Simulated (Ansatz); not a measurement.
Cr₃, relaxed as a septet with UKS r2SCAN-D4/def2-TZVP in Ansatz, starting from the GFN1-xTB geometry. Force threshold 0.02 eV/Å.

The charge 0 septet is spin-contaminated (final ⟨S²⟩ up to 16.71, 12.00 for a pure state). The relaxation made no stability test and no search for a lower SCF solution. The structure comes from a short search, and lower isomers may exist.

Start:

```csv
atom,x (Å),y (Å),z (Å)
Cr1,0.9335,-0.7893,-0.5146
Cr2,-0.1557,1.2330,-0.4638
Cr3,-0.7779,-0.4436,0.9784
```

```
step  energy (eV)  largest force component (eV/Å)  SCF passes
   1  -85260.2733                           3.280         166
   2  -85261.1724                           1.304          31
   3  -85261.5131                           0.283          30
   4  -85261.5467                           0.039          23
   5  -85261.5475                           0.009          27
```

Force components are those of the run's own axes.

End:

```
atom    x (Å)    y (Å)    z (Å)
 Cr1   1.1375  -1.1525  -0.5318
 Cr2  -0.3468   1.6033  -0.4626
 Cr3  -0.7907  -0.4508   0.9944
```

By distances, no bond broke or formed. The bond that changes most is Cr1–Cr2, from 2.30 to 3.13 Å (atoms count from 1).

No frequencies were taken in this run, so the end may be a saddle point.

Run time 32 s (4 threads of Arm Neoverse V1 on a shared host).
